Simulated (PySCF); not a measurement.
Worked example: oscillator strength and radiative lifetime

benzoquinone (C6H4O2), SMILES C1C(=O)C=CC(=O)C=1.

The structure is a stationary point at PBE0-D3(BJ)/def2-SVP.

TDA-PBE/def2-SVPD run with PySCF 2.14.0 puts the first singlet state with f over 0.02 at 4.92 eV (vertical), with the transition dipole (0.000, 0.000, -1.460) in atomic units.

Task: Find the oscillator strength, the wavelength and the radiative lifetime that this transition would have in vacuum if emission retraced absorption.

Result: 
|μ|² = 2.1316 au, so |μ| = 3.71 D. ΔE = 4.92/27.211 = 0.1808 hartree. f = (2/3) ΔE |μ|² = 0.257 (the program prints 0.257).
λ = 1239.84/4.92 = 252 nm; ν = 39682 cm⁻¹.
Einstein's coefficient A = 0.6670 ν² f s⁻¹ (ν in cm⁻¹) = 2.7e8 s⁻¹, so τ = 1/A = 3.7 ns. This state is S6; the lower singlets have f = 0.000, 0.000, 0.000, 0.000, 0.000. The figure is the radiative limit of this one transition; relaxation, internal conversion, crossing to triplets and a medium change what is measured.
